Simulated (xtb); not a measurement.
Harmonic IR lines of one isomer of CH₇B₂N, unscaled. These are GFN2-xTB in xtb values and carry that method's errors.

```csv
wavenumber (cm⁻¹),relative intensity
515,4.1
715,42
824,99
944,4.9
1058,9.6
1150,17
1197,13
1330,18
1412,4.2
1461,27
1503,13
2502,100
2595,53
2604,86
2927,27
2952,31
3029,11
```

Which structure gives these lines?
A) `BBNC`
B) `BN(B)C`
C) `BCBN`
D) `BNBC`

A, `BBNC`
